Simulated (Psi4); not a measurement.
I2Si (SMILES I[Si]I), singlet, geometry from GFN2-xTB (core potentials on I).

Input for Psi4:
```
memory 2 GB

molecule {
0 1
Si    0.04167225    0.03290229    1.37678675
I     1.01785843   -1.66852544   -0.17304427
I    -1.02886620    1.65983427   -0.19063525
}

set {
  basis def2-sv(p)
}

energy('scf')
print_variables()
```

What does this run give for the dipole moment, nuclear repulsion energy, number of basis functions, total energy?


- dipole moment = 1.24 D
- nuclear repulsion energy = 232.8169 Eh
- number of basis functions = 70
- total energy = -882.1888 Eh
